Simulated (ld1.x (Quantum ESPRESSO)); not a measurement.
What one change does to a pseudopotential (Si, ultrasoft)

```json
{
 "Element": "silicon (Si)",
 "Generator": "ld1.x (Quantum ESPRESSO) 7.5",
 "Type": "ultrasoft",
 "Functional": "LDA (PZ)",
 "Relativity": "scalar-relativistic",
 "Frozen core": "[Ne]",
 "Valence charge": "4",
 "Reference configuration": "3s2 3p1.75 (charge +0.25)",
 "Partial waves": "3s (bound): rcut 1.50, rcutus 1.80 bohr; 3s channel at 1.5 Ry: rcut 1.50, rcutus 1.80 bohr; 3p (bound): rcut 1.50, rcutus 2.00 bohr; 3p channel at 0.2 Ry: rcut 1.50, rcutus 2.00 bohr; 3d channel at 0.2 Ry: rcut 1.65, rcutus 1.90 bohr; 3d channel at 2.25 Ry: rcut 1.65, rcutus 1.90 bohr",
 "Local potential": "all-electron potential smoothed inside 1.70 bohr (lloc = -2)",
 "Core correction": "Bessel-smoothed model core inside 1.85 bohr",
 "Augmentation charge": "PSQ, radius 1.40 bohr"
}
```

Change: augmentation PSQ, inside the norm-conserving radii.

Cutoffs: the cutoffs (Ry, on a coarse ladder) from which the occupation-weighted sum of valence levels, in a spherical-Bessel basis at the reference potential, stays within 10 and 1 mRy of its value at 400 Ry; they do not see the model core or the augmentation charge, which bear on the density cutoff. Errors are all-electron minus pseudo energies relative to the spin-unpolarised reference configuration.

Q: What does the change do?

A: The potential gets neither clearly harder nor softer (10 Ry and 15 Ry → 10 Ry and 15 Ry); the errors of the 9 common tests hardly move; neither file shows a bound ghost.

| quantity | base | changed |
| --- | --- | --- |
| cutoff, loose | 10 Ry | 10 Ry |
| cutoff, tight | 15 Ry | 15 Ry |
| bound ghosts | none | none |
| error for 3s2 3p2, meV [ΔE -1.26 eV] | +0.1 | +0.1 |
| error for 3s2 3p1, meV [ΔE 6.57 eV] | +0.3 | +0.3 |
| error for 3s2 3p0, meV [ΔE 22.69 eV] | +7.4 | +7.9 |
| error for 3s2 3p1.5, meV [ΔE 1.71 eV] | -0.1 | 0.0 |
| error for 3s1 3p0, meV [ΔE 56.83 eV] | +46 | +48 |
| error for 3s1 3p3, meV [ΔE 5.55 eV] | +1.0 | +0.8 |
| error for 3s1 3p2, meV [ΔE 13.98 eV] | +1.7 | +1.5 |
| error for 3s2 3p1.75 (spin-polarised), meV [ΔE -0.50 eV] | +14 | +13 |
| error for 3s2 3p2 (spin-polarised), meV [ΔE -1.87 eV] | +16 | +15 |
| s: phases at 2.21 bohr within 0.05 rad from the reference energy up to (Ry; the scan ends near 5) | 4.9 | 4.9 |
| p: phases at 2.21 bohr within 0.05 rad from the reference energy up to (Ry; the scan ends near 5) | 4.8 | 4.8 |
| d: phases at 2.21 bohr within 0.05 rad from the reference energy up to (Ry; the scan ends near 5) | to the end of the scan | to the end of the scan |
| lowest overlap eigenvalue by channel | s 0.47, p 0.80, d 0.97 | s 0.47, p 0.80, d 0.97 |
